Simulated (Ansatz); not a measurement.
`SB(S)Cl` and `SB(S)S` differ in one atom or group.

Ansatz, PBE0-D4/def2-TZVP geometries, multiplicity 1. Each molecule was computed in one conformer, which needn't be the lowest.

```tsv
property	`SB(S)Cl`
LUMO energy (ωB97M-V/def2-TZVPP) / eV	1.07
HOMO energy (PBE/def2-TZVPP) / eV	-6.58
LUMO energy (PBE0/def2-TZVPP) / eV	-1.00
HOMO energy (ωB97M-V/def2-TZVPP) / eV	-9.87
LUMO energy (B3LYP/def2-TZVPP) / eV	-1.14
size of the dipole moment (PBE/def2-TZVPP) / D	1.06
```

**Question.** What does the change do to each property? (Best estimate.)

**Answer.** Ansatz gave: 
```csv
property,`SB(S)S`,shift
LUMO energy (ωB97M-V/def2-TZVPP) / eV,1.21,0.14
HOMO energy (PBE/def2-TZVPP) / eV,-6.36,0.22
LUMO energy (PBE0/def2-TZVPP) / eV,-0.72,0.28
HOMO energy (ωB97M-V/def2-TZVPP) / eV,-9.68,0.19
LUMO energy (B3LYP/def2-TZVPP) / eV,-0.92,0.22
size of the dipole moment (PBE/def2-TZVPP) / D,1.53,0.47
```

With PBE0 the HOMO rises by 0.21 eV and the LUMO rises by 0.28 eV, so the gap widens by about 0.07 eV. PBE moves the HOMO by 0.22 eV and ωB97M-V by 0.19 eV. The zero-point energy changes by 21.9 kJ/mol with +3 modes. Dipoles are sizes alone; their direction can turn.

B3LYP here is the variant with VWN-RPA as its local correlation; programs differ in this.
